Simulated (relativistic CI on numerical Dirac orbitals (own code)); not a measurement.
Radial Dirac CI calculation of S.

Command:

```sh
python run_levels.py task.json out
```

Input:

```
atom S  Z=16  charge=0  electrons=16
nucleus A=32  rms_radius_fm=3.2611
hamiltonian dirac-coulomb  breit=on  qed=on  c_scale=1
orbitals kli  potential=per-configuration
slater_scale 1
correlation none
mixing on
grid step=0.0125 r_max=149
scf mixing=0.4 start=green max_iterations=150 tolerance=1e-06 node_fill=0.05
configurations
  [Ne] 3s2 3p4
  [Ne] 3s2 3p3 3d
  [Ne] 3s 3p5
  [Ne] 3s2 3p3 4s
  [Ne] 3s2 3p2 3d2
end
```

Output:

```
SCF 1: [Ne] 3s2 3p4
 iter      energy (Ha)   residual   last orbital (Ha)
    1      -398.124312   4.38e-01     -0.35928
    2      -398.499905   1.88e-01     -0.36655
    3      -398.588969   2.18e-02     -0.40020
    4      -398.591782   4.66e-03     -0.41747
    5      -398.592006   7.42e-04     -0.41941
    6      -398.591994   1.49e-04     -0.41862
    7      -398.592001   1.40e-05     -0.41876
    8      -398.592001   8.50e-07     -0.41877
SCF 2: [Ne] 3s2 3p3 3d
 iter      energy (Ha)   residual   last orbital (Ha)
    1      -397.801429   4.01e-01     -0.05837
    2      -398.159642   1.87e-01     -0.06037
    3      -398.253308   1.92e-02     -0.06093
    4      -398.256522   5.52e-03     -0.05842
    5      -398.256584   4.28e-03     -0.05839
    6      -398.256817   1.83e-03     -0.05806
    7      -398.256861   9.34e-05     -0.05789
    8      -398.256875   2.05e-04     -0.05786
    9      -398.256872   5.75e-06     -0.05785
   10      -398.256872   9.22e-07     -0.05785
SCF 3: [Ne] 3s 3p5
 iter      energy (Ha)   residual   last orbital (Ha)
    1      -397.682960   4.32e-01     -0.35928
    2      -398.044785   1.87e-01     -0.36995
    3      -398.133124   2.03e-02     -0.40362
    4      -398.135392   5.10e-03     -0.41660
    5      -398.135640   6.12e-04     -0.41756
    6      -398.135641   1.62e-04     -0.41689
    7      -398.135648   3.41e-06     -0.41705
    8      -398.135648   7.89e-07     -0.41705
SCF 4: [Ne] 3s2 3p3 4s
 iter      energy (Ha)   residual   last orbital (Ha)
    1      -397.870928   4.05e-01     -0.12614
    2      -398.226541   1.85e-01     -0.12737
      ... 7 steps not shown
SCF 5: [Ne] 3s2 3p2 3d2
 iter      energy (Ha)   residual   last orbital (Ha)
    1      -397.212560   3.52e-01     -0.05837
    2      -397.677301   1.91e-01     -0.09280
    3      -397.753723   7.78e-02     -0.09335
    4      -397.768197   7.68e-03     -0.09046
    5      -397.768775   1.38e-03     -0.08866
    6      -397.768741   4.31e-04     -0.08900
    7      -397.768783   2.99e-05     -0.08912
    8      -397.768785   3.13e-05     -0.08910
    9      -397.768785   1.80e-06     -0.08910
   10      -397.768785   1.15e-07     -0.08910
orbital energies (Ha): 1s -88.5157  2s -8.0359  2p1/2 -6.0262  2p3/2 -5.9799  3s -0.7933  3p1/2 -0.4217  3p3/2 -0.4188
configuration averages (Ha): Dirac-Coulomb, Breit, QED
  3s2 3p4                       -398.592001    0.087542    0.057492
  3s2 3p3 3d                    -398.256872    0.087475    0.057526
  3s 3p5                        -398.135648    0.087492    0.057294
  3s2 3p3 4s                    -398.325079    0.087494    0.057539
  3s2 3p2 3d2                   -397.768785    0.087290    0.057556
levels: no., configuration, term, J, E (cm-1), weight
   1 3s2 3p4                3P   2                0.0  0.99
   2 3s2 3p4                3P   1              396.4  0.99
   3 3s2 3p4                3P   0              578.2  0.99
   4 3s2 3p4                1D   2            11587.6  0.99
   5 3s2 3p4                1S   0            27469.7  0.98
   6 3s2 3p3 4s             5S*  2            46960.3  1.00
   7 3s2 3p3 4s             3S*  1            50449.2  1.00
   8 3s2 3p3 3d             5D*  4            61943.9  1.00
   9 3s2 3p3 3d             5D*  3            61945.9  1.00
  10 3s2 3p3 3d             5D*  2            61947.4  1.00
  11 3s2 3p3 3d             5D*  1            61948.4  1.00
  12 3s2 3p3 3d             5D*  0            61948.9  1.00
  13 3s2 3p3 3d             3D*  1            64894.4  0.94
  14 3s2 3p3 3d             3D*  2            64910.0  0.94
lowest total energy -398.484610 Ha
end: converged
```

Against the reference input this run has: SCF tolerance 1e-06. The reference run ends at -398.484610 Ha with Breit and QED terms. The change (SCF tolerance 1e-06) leaves the energy and the levels as they were.

With so few configurations and no correlation, terms lie too far apart (by 10 to 50 % or more near neutrality), their order can be wrong, and levels of other configurations are missing.
